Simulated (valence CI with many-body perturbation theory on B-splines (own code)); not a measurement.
Re⁴¹⁺: key properties

Calculated by relativistic CI+MBPT: six valence electrons over a frozen Dirac-Fock core [Ar] 3d10, radial functions for each j: 9 s, 9 p, 8 d, 6 f, 3 g, 1 h, with the one-electron correlation potential Σ1, the two-electron term Σ2, the three-electron term Σ3, Breit, model QED; selected CI, second order for the rest, scaled by the run's own slope (own B-spline code, finite nucleus).

No measured spectrum was set against this ion. As an estimate, large intervals hold to a few tenths of a per cent, small ones and those within an open d or f shell to about a per cent. Among the levels kept, up to 640 cm⁻¹ of a level comes from second order outside the variational space, and about a tenth of that is noise between levels of different J, which matters for small intervals.

Levels are named by their leading jj configuration (3d3/2^4 stands for four electrons in 3d with j = 3/2), which in mixed levels can hold well under half, so a name can repeat and another be missing.

Rates and lifetimes use the calculated energies. Strong lines usually hold to 10 to 20 %, long lifetimes can be off by a factor of two.

**Question.** What is the ground level?

**Answer.** (4s^2 4p1/2^2 4p3/2^2) J=2, composition 69 % 4s2 4p4 3P + 30 % 4s2 4p4 1D, g = 1.344.

**Question.** Where does the other parity begin?

**Answer.** At (4s^2 4p1/2^2 4p3/2 4d3/2) J=2, 1265100 cm⁻¹.

**Question.** How well does LS coupling describe the low levels?

**Answer.** Among the lowest 20 levels the leading LS term, summed over configurations, holds 51 % on average. For single configurations the figures are 49 % in LS and 94 % in jj coupling. Terms mix most in the J = 3 level at 1296800 cm⁻¹, where the leading one holds 28 %.

**Question.** Name the longest-lived excited levels whose lifetime is computed, and their main decay.

**Answer.** (4s^2 4p1/2^2 4p3/2^2) J=0 at 72538 cm⁻¹ lives 173 ms, mostly by E2 to (4s^2 4p1/2^2 4p3/2^2) J=2; (4s^2 4p1/2^2 4p3/2 4d5/2) J=4 at 1452300 cm⁻¹ lives 18.6 μs, mostly by M1 to (4s^2 4p1/2^2 4p3/2 4d3/2) J=3; (4s^2 4p1/2 4p3/2^2 4d3/2) J=4 at 2094900 cm⁻¹ lives 581 ns, mostly by M1 to (4s^2 4p1/2^2 4p3/2 4d3/2) J=3.

**Question.** Among levels below 2522500 cm⁻¹, which E1 lines absorb most strongly from the ground level?

**Answer.** to (4s^2 4p1/2 4p3/2^2 4d3/2) J=3 at 4.501 nm, f = 0.620; to (4s^2 4p1/2 4p3/2^2 4d3/2) J=2 at 4.508 nm, f = 0.573; to (4s^2 4p1/2^2 4p3/2 4d5/2) J=3 at 6.398 nm, f = 0.405.

**Question.** What is the ionisation energy?

**Answer.** 2027.3 eV; NIST lists 2025 ± 4 eV (theoretical).

**Question.** What are the static dipole polarisabilities of the lowest levels?

**Answer.** (4s^2 4p1/2^2 4p3/2^2) J=2 0.0370 (tensor 0.00022); (4s^2 4p1/2^2 4p3/2^2) J=0 0.0370 bohr³, of which the core gives 0.00195.
